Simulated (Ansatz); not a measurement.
Total energies of CH₆AlNSi (`N=[C]([AlH2])[SiH3]`).

Z-matrix (Å, degrees):
```
Si
C 1 1.891
H 1 1.490 2 108.5
H 1 1.484 2 112.0 3 -122.0
H 1 1.490 2 108.4 3 116.1
Al 2 1.989 1 125.5 3 -57.8
N 2 1.285 1 116.6 3 122.2
H 6 1.586 2 124.8 1 0.0
H 6 1.590 2 111.8 1 -180.0
H 7 1.028 2 111.9 1 180.0
```

The species carries charge 0 and has multiplicity 1. Geometry: relaxed with PBE0-D4/def2-TZVP. It is one conformer, not always the lowest. Basis def2-TZVPP, Ansatz.

RPA on PBE orbitals: Hartree–Fock energy of these orbitals -626.60724 Eh, correlation -1.01204 Eh (frozen core).

```tsv
functional	energy without D4 (Eh)	D4 term (kJ/mol)
revPBE	-628.23979	-57.6
B97M-V	-628.24571	–
PBE0	-628.02407	-17.3
r2SCANh	-628.25727	-5.3
HSE06 (plane-wave form)	-628.00589	-16.2
BHLYP	-628.32484	-26.8
CAM-B3LYP	-628.34381	-17.7
ωB97X-V	-628.26610	–
ωB97M-V	-628.29497	–
B2PLYP	-628.06238	–
```

Problem. Give the same for LDA (SPW92), PBE, BLYP, r2SCAN, B3LYP, r2SCAN0, LC-ωPBE, PBE-QIDH. (Estimate.)

Solution. The calculation gave: 
```
 functional  energy without D4 (Eh)  D4 term (kJ/mol)
LDA (SPW92)              -625.31170                 –
        PBE              -627.96560             -20.3
       BLYP              -628.34600             -44.2
     r2SCAN              -628.26657              -4.9
      B3LYP              -628.43448             -33.0
    r2SCAN0              -628.24435              -5.9
    LC-ωPBE              -628.13838                 –
   PBE-QIDH              -627.83468                 –
```

B3LYP takes the VWN-RPA correlation (the form of Gaussian; ORCA's B3LYP/G). HSE06 is the plane-wave form, built on full-range PBE exchange. The double hybrids freeze the cores in their second-order part.

LC-ωPBE has ω = 0.4 bohr⁻¹.
